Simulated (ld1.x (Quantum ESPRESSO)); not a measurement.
## An all-electron radial function and its pseudo partner (O)

Columns: radius, all-electron u(r) and pseudo u(r) of the 2s shell (level -48.67 eV) of oxygen in the configuration [He] 2s2 2p2.5; PBE, scalar-relativistic, ultrasoft scheme, ld1.x (Quantum ESPRESSO) 7.5.

| r (bohr) | all-electron | pseudo |
| --- | --- | --- |
| 0.068 | 0.4151 | -0.1351 |
| 0.135 | 0.4237 | -0.2654 |
| 0.202 | 0.2549 | -0.3905 |
| 0.270 | 0.0184 | -0.5098 |
| 0.338 | -0.2235 | -0.6192 |
| 0.405 | -0.4387 | -0.7155 |
| 0.473 | -0.6217 | -0.8005 |
| 0.540 | -0.7644 | -0.8707 |
| 0.608 | -0.8718 | -0.9275 |
| 0.675 | -0.9442 | -0.9691 |
| 0.742 | -0.9879 | -0.9963 |
| 0.810 | -1.0078 | -1.0093 |
| 0.878 | -1.0078 | -1.0078 |
| 0.945 | -0.9923 | -0.9923 |
| 1.013 | -0.9647 | -0.9647 |
| 1.080 | -0.9289 | -0.9289 |
| 1.148 | -0.8863 | -0.8863 |
| 1.215 | -0.8403 | -0.8403 |
| 1.283 | -0.7912 | -0.7912 |
| 1.350 | -0.7418 | -0.7418 |
| 1.418 | -0.6917 | -0.6917 |
| 1.485 | -0.6431 | -0.6431 |
| 1.553 | -0.5953 | -0.5953 |
| 1.620 | -0.5499 | -0.5499 |
| 1.688 | -0.5061 | -0.5061 |
| 1.755 | -0.4653 | -0.4653 |

Task: How many radial nodes do the two functions have?

Result: The all-electron 2s function has n − l − 1 = 1; the pseudo-wave has 0, since the states of the same l below it are removed with the core.

Task: At about which radius was the pseudo-wave matched?

Result: 0.90 bohr, where the columns begin to agree (steps of 0.07 bohr).

Task: Is the pseudo-wave norm-conserving?

Result: No, it belongs to an ultrasoft set: the norm inside the radius is not constrained, and the difference is carried by the augmentation charge.
